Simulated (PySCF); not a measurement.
Molecule: SMILES B/C=C\C#C. Atoms near the plane z = 0.0 Å, at the B3LYP/def2-SVP optimised geometry (x, y, z in Å): C2 (1.7, -0.9, 0.6), C3 (0.9, 0.0, 0.0), C4 (-0.5, 0.0, 0.0), C5 (-1.7, 0.1, 0.0), H8 (2.8, -0.7, 0.5), H9 (1.4, 0.9, -0.5), H10 (-2.8, 0.1, -0.1).

Method: B3LYP/def2-TZVP in PySCF. Cells within 0.4 Å of a nucleus heavier than hydrogen are left out (blank, or x). The values are rescaled to run from 0 to 1.

```
|0000000000000000000000000|
|0000000000000000000000000|
|0000000000000000000000000|
|0000000000000000000000000|
|0000000000000000000000000|
|0000000000000000000000000|
|0000000000000000000000000|
|0000000112100014410000000|
|0000001245410048960000000|
|0001454567641179970000000|
|0007998778865479940000000|
|00299995x86x87x7610021000|
|0039999xx7xx87xx513897100|
|0018999758738748758999400|
|0002666678764368669999400|
|0000012356520046667998100|
|0000000122000036754441000|
|0000000000000025531000000|
|0000000000001001210000000|
|0000000000011000000000000|
|0000000000000000000000000|
|0000000000000000000000000|
|0000000000000000000000000|
|0000000000000000000000000|
|0000000000000000000000000|
```
Scale: ten equal steps from 0.000 (start of '0') to 1.00 (end of '9'), in the order '0123456789'; x runs from -5.00 to 5.00, y from -5.00 (bottom) to 5.00 (top).

### Question
Which quantity is mapped?
A. electron localisation function
B. log10 of the electron density
C. Laplacian of the electron density
D. an orbital amplitude

### Answer
A, electron localisation function
